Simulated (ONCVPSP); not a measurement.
**Gd (Z = 64): ONCV pseudisation with PBE, fully relativistic reference atom.**

The input file (ONCVPSP 4.0.1):

```
# ATOM AND REFERENCE CONFIGURATION
# atsym  z   nc   nv     iexc    psfile
  Gd 64.00   11    3        4      upf
#
#   n    l    f
    1    0    2.00
    2    0    2.00
    2    1    6.00
    3    0    2.00
    3    1    6.00
    3    2   10.00
    4    0    2.00
    4    1    6.00
    4    2   10.00
    5    0    2.00
    5    1    6.00
    4    3    7.00
    5    2    1.00
    6    0    1.00
#
# PSEUDOPOTENTIAL AND OPTIMIZATION
# lmax
    3
#
#   l,   rc,      ep,       ncon, nbas, qcut
    0    3.25    0.00    4    9    1.80
    1    3.55    0.09    4    7    2.70
    2    3.10    0.00    4    8    5.10
    3    0.70    0.00    3    7   16.30
#
# LOCAL POTENTIAL
# lloc, lpopt,  rc(5),   dvloc0
    4    3    0.60    6.00
#
# VANDERBILT-KLEINMAN-BYLANDER PROJECTORs
# l, nproj, debl
    0    2    3.20
    1    3    1.60
    2    1    1.50
    3    2    3.40
#
# MODEL CORE CHARGE
# icmod, fcfact, rcfact
    3    3.25    1.30
#
# LOG DERIVATIVE ANALYSIS
# epsh1, epsh2, depsh
   -2.00    5.00    0.02
#
# OUTPUT GRID
# rlmax, drl
    6.00    0.01
#
# TEST CONFIGURATIONS
# ncnf
    4
# nvcnf
#   n    l    f
    3
    4    3    7.00
    5    2    1.00
    6    0    2.00
#
    3
    4    3    7.00
    5    2    1.00
    6    0    0.00
#
    3
    4    3    7.00
    5    2    0.00
    6    0    0.00
#
    3
    4    3    6.00
    5    2    1.00
    6    0    2.00
#
```

Command:

```bash
oncvpspr.x < Gd.dat > Gd.out
```

Output (shortened: citation, most of the input echo, consistency checks and plot data are left out):

```
ONCVPSP  (Optimized Norm-Conservinng Vanderbilt PSeudopotential)
relativistic version 4.0.1

#   n    l    f        energy (Ha)
    1    0    2.00    -1.8396141D+03
    2    0    2.00    -3.0378208D+02
    2    1    6.00    -2.6286855D+02    -2.8844182D+02
    3    0    2.00    -6.7526236D+01
    3    1    6.00    -5.5638200D+01    -6.0884237D+01
    3    2   10.00    -4.3037271D+01    -4.4180061D+01
    4    0    2.00    -1.3787874D+01
    4    1    6.00    -1.0034940D+01    -1.1202500D+01
    4    2   10.00    -5.5670529D+00    -5.7781603D+00
    5    0    2.00    -2.0576774D+00
    5    1    6.00    -1.1869713D+00    -1.3469751D+00
    4    3    7.00    -5.3939575D-01    -5.6718028D-01
    5    2    1.00    -3.0413017D-01    -3.1562183D-01
    6    0    1.00    -3.4079711D-01

Reference configufation results
  iterations    28
  all-electron total energy (Ha)   -1.12798504D+04

Begin loop to  construct optimized pseudo wave functions
and semi-local pseudopoentials for all angular momenta

   Wellstate for l =  0  n = 10 kap= -1
     eigenvalue =   2.8592
     asymptotic potential =   3.3592
     half-point radius =  6.0464

Calculating optimized projector #   1

 for l=   0

    Fraction of norm inside rc  0.396776
    Optimizing pswf for qcut=   1.80 a_B^-1,  ecut=   1.63 Ha
    Residual kinetic energy error=  2.58D-03 Ha

    Energy error per electron        Cutoff
         Ha          eV             Ha
         0.01000     0.27211        1.17
         0.00100     0.02721        2.80
         0.00010     0.00272       18.15
         0.00001     0.00027       22.52

Calculating optimized projector #   2

 for l=   0

    Fraction of norm inside rc  0.141588
    Optimizing pswf for qcut=   1.80 a_B^-1,  ecut=   1.63 Ha
    Residual kinetic energy error=  6.53D-01 Ha

    Energy error per electron        Cutoff
         Ha          eV             Ha
         0.01000     0.27211       12.02
         0.00100     0.02721       27.85
         0.00010     0.00272       31.40
         0.00001     0.00027       42.23

WARNING wellstate: moderately localized bound state found for n= 6 l=  1
WARNING scattering state with energy  0.05000000
WARNING will be used for the first projector

   Wellstate for l =  1  n =  7 kap= -2
     eigenvalue =   0.0500
     asymptotic potential =   0.5500
     half-point radius = 10.7699

   Wellstate for l =  1  n =  9 kap= -2
     eigenvalue =   1.6500
     asymptotic potential =   2.1500
     half-point radius =  6.7404

   Wellstate for l =  1  n = 10 kap= -2
     eigenvalue =   3.2500
     asymptotic potential =   3.7500
     half-point radius =  6.0069

Calculating optimized projector #   1

 for l=   1

    Fraction of norm inside rc  0.179644
    Optimizing pswf for qcut=   2.70 a_B^-1,  ecut=   3.63 Ha
    Residual kinetic energy error=  1.03D-05 Ha

    Energy error per electron        Cutoff
         Ha          eV             Ha
         0.01000     0.27211        1.06
         0.00100     0.02721        2.05
         0.00010     0.00272        2.66
         0.00001     0.00027        4.35

Calculating optimized projector #   2

 for l=   1

    Fraction of norm inside rc  0.159077
    Optimizing pswf for qcut=   2.70 a_B^-1,  ecut=   3.63 Ha
    Residual kinetic energy error=  4.70D-03 Ha

    Energy error per electron        Cutoff
         Ha          eV             Ha
         0.01000     0.27211        3.64
         0.00100     0.02721        5.38
         0.00010     0.00272       15.16
         0.00001     0.00027       17.72

Calculating optimized projector #   3

 for l=   1

    Fraction of norm inside rc  0.161557
    Optimizing pswf for qcut=   2.70 a_B^-1,  ecut=   3.63 Ha
    Residual kinetic energy error=  2.04D-01 Ha

    Energy error per electron        Cutoff
         Ha          eV             Ha
         0.01000     0.27211        7.94
         0.00100     0.02721       19.62
         0.00010     0.00272       23.04
         0.00001     0.00027       29.83

   Wellstate for l =  1  n =  6 kap=  1
     eigenvalue =   0.0900

   Wellstate for l =  1  n =  9 kap=  1
     eigenvalue =   1.3878

   Wellstate for l =  1  n = 10 kap=  1
     eigenvalue =   3.2253

Calculating optimized projector #   1

 for l=   1

    Fraction of norm inside rc  0.308856
    Optimizing pswf for qcut=   2.70 a_B^-1,  ecut=   3.63 Ha
    Residual kinetic energy error=  1.02D-05 Ha

    Energy error per electron        Cutoff
         Ha          eV             Ha
         0.01000     0.27211        0.48
         0.00100     0.02721        1.83
         0.00010     0.00272        2.51
         0.00001     0.00027        4.07

Calculating optimized projector #   2

 for l=   1

    Fraction of norm inside rc  0.168976
    Optimizing pswf for qcut=   2.70 a_B^-1,  ecut=   3.63 Ha
    Residual kinetic energy error=  5.62D-03 Ha

    Energy error per electron        Cutoff
         Ha          eV             Ha
         0.01000     0.27211        3.61
         0.00100     0.02721        4.82
         0.00010     0.00272       11.98
         0.00001     0.00027       16.88

Calculating optimized projector #   3

 for l=   1

    Fraction of norm inside rc  0.164844
    Optimizing pswf for qcut=   2.70 a_B^-1,  ecut=   3.63 Ha
    Residual kinetic energy error=  1.88D-01 Ha

    Energy error per electron        Cutoff
         Ha          eV             Ha
         0.01000     0.27211        7.49
         0.00100     0.02721       18.67
         0.00010     0.00272       22.52
         0.00001     0.00027       28.84

Calculating optimized projector #   1

 for l=   2

    Fraction of norm inside rc  0.729540
    Optimizing pswf for qcut=   5.11 a_B^-1,  ecut=  13.04 Ha
    Residual kinetic energy error=  7.67D-08 Ha

    Energy error per electron        Cutoff
         Ha          eV             Ha
         0.01000     0.27211        5.69
         0.00100     0.02721        7.76
         0.00010     0.00272        9.39
         0.00001     0.00027       10.70

Calculating optimized projector #   1

 for l=   2

    Fraction of norm inside rc  0.749851
    Optimizing pswf for qcut=   5.11 a_B^-1,  ecut=  13.04 Ha
    Residual kinetic energy error=  9.65D-08 Ha

    Energy error per electron        Cutoff
         Ha          eV             Ha
         0.01000     0.27211        5.88
         0.00100     0.02721        7.94
         0.00010     0.00272        9.54
         0.00001     0.00027       10.80

   Wellstate for l =  3  n =  6 kap= -4
     eigenvalue =   2.8606
     asymptotic potential =   3.3606
     half-point radius =  2.7417

Calculating optimized projector #   1

 for l=   3

    Fraction of norm inside rc  0.446291
    Optimizing pswf for qcut=  16.32 a_B^-1,  ecut= 133.16 Ha
    Residual kinetic energy error=  1.69D-02 Ha

    Energy error per electron        Cutoff
         Ha          eV             Ha
         0.01000     0.27211      152.66
         0.00100     0.02721      461.91

Calculating optimized projector #   2

 for l=   3

    Fraction of norm inside rc  0.039340
    Optimizing pswf for qcut=  16.32 a_B^-1,  ecut= 133.16 Ha
    Residual kinetic energy error=  3.69D-03 Ha

    Energy error per electron        Cutoff
         Ha          eV             Ha
         0.01000     0.27211      122.10
         0.00100     0.02721      153.16
         0.00010     0.00272      411.61
         0.00001     0.00027      885.03

   Wellstate for l =  3  n =  6 kap=  3
     eigenvalue =   2.8328

Calculating optimized projector #   1

 for l=   3

    Fraction of norm inside rc  0.455312
    Optimizing pswf for qcut=  16.32 a_B^-1,  ecut= 133.16 Ha
    Residual kinetic energy error=  1.77D-02 Ha

    Energy error per electron        Cutoff
         Ha          eV             Ha
         0.01000     0.27211      171.54
         0.00100     0.02721      464.59

Calculating optimized projector #   2

 for l=   3

    Fraction of norm inside rc  0.039126
    Optimizing pswf for qcut=  16.32 a_B^-1,  ecut= 133.16 Ha
    Residual kinetic energy error=  3.81D-03 Ha

    Energy error per electron        Cutoff
         Ha          eV             Ha
         0.01000     0.27211      122.44
         0.00100     0.02721      155.80
         0.00010     0.00272      413.53
         0.00001     0.00027      889.48

Construct Vanderbilt / Kleinmman-Bylander projectors

B matrix Hermiticity error, ll=  0  kap= -1
   1   2   -7.9570D-05

  Orthonormal projector coefficients  1.9739E+01  1.3796E+00

B matrix Hermiticity error, ll=  1  kap= -2
   1   2   -4.0054D-05
   1   3    5.1464D-05
   2   3    7.6010D-05

  Orthonormal projector coefficients  1.1229E+01  1.9515E+00  3.0933E-01

B matrix Hermiticity error, ll=  1  kap=  1
   1   2    5.0427D-05
   1   3   -6.0596D-05
   2   3    7.9058D-05

  Orthonormal projector coefficients  1.0736E+01  1.7331E+00  2.5124E-01

B matrix Hermiticity error, ll=  3  kap= -4
   1   2   -6.8395D-04

  Orthonormal projector coefficients -3.7483E+01 -1.4303E+01

B matrix Hermiticity error, ll=  3  kap=  3
   1   2   -6.9710D-04

  Orthonormal projector coefficients -3.7585E+01 -1.4445E+01

 Orthonormal scalar projector coefficients, l =  1
  1.1056E+01  1.8773E+00  2.8897E-01  9.6992E-03  8.9807E-04  2.6330E-04

 Orthonormal spin-orbit projector coefficients, l =  1
  6.4151E-01 -2.8830E-01  1.3912E-01  4.2501E-02 -1.5353E-02 -6.5542E-03

 Orthonormal scalar projector coefficients, l =  2
  6.0980E+00  5.3488E-04

 Orthonormal spin-orbit projector coefficients, l =  2
 -1.1018E-01  1.9736E-02

 Orthonormal scalar projector coefficients, l =  3
 -3.7526E+01 -1.4364E+01 -4.0013E-04 -1.5867E-07

 Orthonormal spin-orbit projector coefficients, l =  3
  8.7271E-02 -5.9506E-02  4.2046E-02 -1.7414E-05

Model core correction analysis
  based on d2Exc/dn_idn_j

d2excae - all-electron derivatives

   -1.875988D-02   -3.310930D-03   -1.325753D-03
   -3.310814D-03   -1.905588D-02   -1.736136D-02
   -1.325426D-03   -1.735941D-02   -3.152593D-02

d2excps - pseudofunction derivatives with no core correction

   -5.937547D-02   -8.423898D-03   -1.385806D-03
   -8.421136D-03   -3.954128D-02   -2.638143D-02
   -1.384013D-03   -2.634922D-02   -4.212708D-02

rms 2nd derivative error    1.631668E-02

rmatch, rhocmatch    2.5912    0.1167

Teter function model core charge with specified parameters

d2excps - pseudofunction derivatives with core correction

   -5.819471D-02   -7.089518D-03   -1.156325D-03
   -7.088220D-03   -3.241612D-02   -2.291274D-02
   -1.155236D-03   -2.289833D-02   -3.772187D-02

rms 2nd derivative error    1.438399E-02

Pseudoatom total energy  -34.966048

Diagnostic tests using Vanderbilt-Kleinman-Bylander pseudopotentials
  relativistic with J = L +/- 1/2 projectors

   l  kap   rcore       rmatch      e in        delta e    norm test   slope test

   0  -1   3.2525376   3.3512917  -0.3407971  -0.0000003   1.0000120   1.0000271
   0  -1   3.2525376   3.3512917   2.8592029   0.0000156   1.0001683   1.0001683

   1  -2   3.5578861   3.6659112   0.0500000   0.0000008   1.0000496   1.0000496
   1   1   3.5578861   3.6659112  -0.2121551   0.0000004   1.0000351   1.0000351
   1  -2   3.5578861   3.6659112   1.6500000   0.0000185   1.0006588   1.0006588
   1   1   3.5578861   3.6659112   1.6252978   0.0000177   0.9999540   0.9999539
   1  -2   3.5578861   3.6659112   3.2500000   0.0000018   1.0001540   1.0001540
   1   1   3.5578861   3.6659112   3.2207995   0.0000016   1.0001418   1.0001418

   2  -3   3.1005482   3.1946875  -0.3041302  -0.0000006   0.9999989   1.0000068
   2   2   3.1005482   3.1946875  -0.3156218   0.0000002   1.0000007   0.9999977

   3  -4   0.7032978   0.7246515  -0.5393957  -0.0008917   1.0001051   0.9985594
   3   3   0.7032978   0.7246515  -0.5671803  -0.0000131   1.0002451   0.9977835
   3  -4   0.7032978   0.7246515   2.8606043  -0.0012239   1.0007680   1.0007680
   3   3   0.7032978   0.7246515   2.8572033  -0.0011502   1.0007853   1.0007853

Diagnostic tests using Vanderbilt-Kleinman-Bylander pseudopotentials
  relativistic with scalar and spin-orbit non-local projectors

   l  kap   rcore       rmatch      e in        delta e    norm test   slope test

   0  -1   3.2525376   3.3512917  -0.3407971  -0.0000003   1.0000120   1.0000271
   0  -1   3.2525376   3.3512917   2.8592029   0.0000156   1.0001683   1.0001683

   1  -2   3.5578861   3.6659112   0.0500000  -0.0000290   1.0000555   1.0000555
   1   1   3.5578861   3.6659112  -0.2121551  -0.0000255   1.0000414   1.0000414
   1  -2   3.5578861   3.6659112   1.6500000  -0.0001096   0.9995772   0.9995772
   1   1   3.5578861   3.6659112   1.6252978  -0.0001431   1.0005367   1.0005367
   1  -2   3.5578861   3.6659112   3.2500000  -0.0003681   1.0002299   1.0002299
   1   1   3.5578861   3.6659112   3.2207995  -0.0004572   1.0002390   1.0002390

   2  -3   3.1005482   3.1946875  -0.3041302  -0.0001014   1.0001782   0.9996285
   2   2   3.1005482   3.1946875  -0.3156218  -0.0001081   1.0001999   0.9996556

   3  -4   0.7032978   0.7246515  -0.5393957  -0.0008830   1.0001067   0.9985750
   3   3   0.7032978   0.7246515  -0.5671803  -0.0000045   1.0002465   0.9977978
   3  -4   0.7032978   0.7246515   2.8606043  -0.0012079   1.0007686   1.0007686
   3   3   0.7032978   0.7246515   2.8572033  -0.0011345   1.0007859   1.0007859

Ghost test for J = L + 1/2

 Testing for bound ghosts
   n   l    E NL Schr. Eq   E Basis Diag.   E Cutoff

       0                      -21.895741     32.81  WARNING - GHOST(-)
       0                       -2.484130     32.81  WARNING - GHOST(-)
   1   0       -0.340797       -0.340443     32.81

       1                      -13.382316     23.74  WARNING - GHOST(-)
       1                       -0.205688     23.74  WARNING - GHOST(-)

       2                       -1.900133     26.88  WARNING - GHOST(-)
   3   2       -0.304131       -0.303937     26.88

   4   3       -0.540287       -0.464242    596.86

 Testing for highly-localized positive-energy ghosts
       l    <radius>/rc     E Basis Diag.   E Cutoff

       0        0.648213        3.494919     32.81  WARNING - GHOST(+)

       1        0.286378        1.603741     23.74  WARNING - GHOST(+)

Ghost test for J = L - 1/2

 Testing for bound ghosts
   n   l    E NL Schr. Eq   E Basis Diag.   E Cutoff

       0                      -21.895741     32.81  WARNING - GHOST(-)
       0                       -2.484130     32.81  WARNING - GHOST(-)
   1   0       -0.340797       -0.340443     32.81

       1                      -13.563936     23.74  WARNING - GHOST(-)
   2   1       -0.220941       -0.219896     23.74

       2                       -1.666682     26.88  WARNING - GHOST(-)
   3   2       -0.315622       -0.315456     26.88

   4   3       -0.567193       -0.494756    596.86

 Testing for highly-localized positive-energy ghosts
       l    <radius>/rc     E Basis Diag.   E Cutoff

       0        0.648213        3.494919     32.81  WARNING - GHOST(+)

       1        0.482718        1.767308     23.74  WARNING - GHOST(+)

Test configuration 0

   n   l kap    f        eae           eps        diff
   1   0  -1  2.0000-1839.61407494
   2   0  -1  2.0000 -303.78208474
   2   1  -2  4.0000 -262.86854939
   2   1   1  2.0000 -288.44181557
   3   0  -1  2.0000  -67.52623550
   3   1  -2  4.0000  -55.63820015
   3   1   1  2.0000  -60.88423733
   3   2  -3  6.0000  -43.03727104
   3   2   2  4.0000  -44.18006096
   4   0  -1  2.0000  -13.78787383
   4   1  -2  4.0000  -10.03493986
   4   1   1  2.0000  -11.20249982
   4   2  -3  6.0000   -5.56705290
   4   2   2  4.0000   -5.77816034
   5   0  -1  2.0000   -2.05767738
   5   1  -2  4.0000   -1.18697131
   5   1   1  2.0000   -1.34697508
   4   3  -4  4.0000   -0.53939575   -0.54028747   -8.92E-04
   4   3   3  3.0000   -0.56718028   -0.56719335   -1.31E-05
   5   2  -3  0.6000   -0.30413017   -0.30413073   -5.58E-07
   5   2   2  0.4000   -0.31562183   -0.31562164    1.94E-07
   6   0  -1  1.0000   -0.34079711   -0.34079742   -3.11E-07

    Total energies and differences
      AE_ref= -1.12798504E+04  AE_tst= -1.12798504E+04  dif=  0.00E+00
      PS_ref= -3.49660479E+01  PS_tst= -3.49660479E+01  dif=  1.42E-14
      PSP excitation error= -1.42E-14

Test configuration 1

   n   l kap    f        eae           eps        diff
   1   0  -1  2.0000-1839.37969700
   2   0  -1  2.0000 -303.54898343
   2   1  -2  4.0000 -262.63539484
   2   1   1  2.0000 -288.20858810
   3   0  -1  2.0000  -67.29350758
   3   1  -2  4.0000  -55.40546920
   3   1   1  2.0000  -60.65148618
   3   2  -3  6.0000  -42.80454760
   3   2   2  4.0000  -43.94733169
   4   0  -1  2.0000  -13.55507012
   4   1  -2  4.0000   -9.80211810
   4   1   1  2.0000  -10.96969374
   4   2  -3  6.0000   -5.33426720
   4   2   2  4.0000   -5.54537457
   5   0  -1  2.0000   -1.82485115
   5   1  -2  4.0000   -0.95451342
   5   1   1  2.0000   -1.11429394
   4   3  -4  4.0000   -0.30679769   -0.30956177   -2.76E-03
   4   3   3  3.0000   -0.33456050   -0.33647747   -1.92E-03
   5   2  -3  0.6000   -0.08921676   -0.08895411    2.63E-04
   5   2   2  0.4000   -0.09903868   -0.09873090    3.08E-04
   6   0  -1  2.0000   -0.15163731   -0.15180353   -1.66E-04

    Total energies and differences
      AE_ref= -1.12798504E+04  AE_tst= -1.12800946E+04  dif= -2.44E-01
      PS_ref= -3.49660479E+01  PS_tst= -3.52104673E+01  dif= -2.44E-01
      PSP excitation error=  1.70E-04

Test configuration 2

   n   l kap    f        eae           eps        diff
   1   0  -1  2.0000-1839.89023178
   2   0  -1  2.0000 -304.05632364
   2   1  -2  4.0000 -263.14287958
   2   1   1  2.0000 -288.71626408
   3   0  -1  2.0000  -67.79951100
   3   1  -2  4.0000  -55.91148043
   3   1   1  2.0000  -61.15756560
   3   2  -3  6.0000  -43.31059897
   3   2   2  4.0000  -44.45340582
   4   0  -1  2.0000  -14.06130433
   4   1  -2  4.0000  -10.30844325
   4   1   1  2.0000  -11.47595020
   4   2  -3  6.0000   -5.84055771
   4   2   2  4.0000   -6.05165514
   5   0  -1  2.0000   -2.33078311
   5   1  -2  4.0000   -1.45791816
   5   1   1  2.0000   -1.61887001
   4   3  -4  4.0000   -0.81238200   -0.81168541    6.97E-04
   4   3   3  3.0000   -0.84021784   -0.83860421    1.61E-03
   5   2  -3  0.6000   -0.55216477   -0.55005671    2.11E-03
   5   2   2  0.4000   -0.56536701   -0.56345560    1.91E-03
   6   0  -1  0.0000   -0.55216565   -0.55216565    0.00E+00

    Total energies and differences
      AE_ref= -1.12798504E+04  AE_tst= -1.12794058E+04  dif=  4.45E-01
      PS_ref= -3.49660479E+01  PS_tst= -3.45233078E+01  dif=  4.43E-01
      PSP excitation error=  1.88E-03

Test configuration 3

psatom_r: WARNING lschvkbb convergence error n,l,kap,iter=   4   3  -4

7
ea(ii),et,emin,emax -1.230495E+00 -1.353544E+00 -1.353544E+00 -1.353544E+00
run_config_r: WARNING for fully non-local PS atom,
 WARNING no output for configuration 4

Test configuration 4

psatom_r: WARNING lschvkbb convergence error n,l,kap,iter=   3   2   2

&
ea(ii),et,emin,emax -4.030623E-01 -4.061987E-01 -4.061987E-01 -4.061987E-01

psatom_r: WARNING lschvkbb convergence error n,l,kap,iter=   4   3  -4

'
ea(ii),et,emin,emax -8.466449E-01 -7.619804E-01 -7.619804E-01 -7.619804E-01

psatom_r: WARNING lschvkbb convergence error n,l,kap,iter=   4   3  -4

(
ea(ii),et,emin,emax -8.466449E-01 -7.619804E-01 -7.619804E-01 -7.619804E-01

psatom_r: WARNING lschvkbb convergence error n,l,kap,iter=   3   2  -3

(
ea(ii),et,emin,emax -3.679697E-01 -4.047667E-01 -4.047667E-01 -4.047667E-01

psatom_r: WARNING lschvkbb convergence error n,l,kap,iter=   1   0  -1

(
ea(ii),et,emin,emax -3.724027E-01 -4.096430E-01 -4.096430E-01 -4.096430E-01
run_config_r: WARNING for fully non-local PS atom,
 WARNING no output for configuration 5
```

Note: ghosts flagged at negative energy: s at -595.8 eV, s at -67.6 eV, p3/2 at -364.2 eV, d5/2 at -51.7 eV, p1/2 at -369.1 eV and 1 more (a further GHOST(-) flag falls on a real empty level of the atom); GHOST(+) flagged for p3/2 at 43.6 eV, p1/2 at 48.1 eV, s at 95.1 eV. A true bound ghost makes a file unfit for plane-wave use.

The run took about 12 s on one core of a shared server CPU.
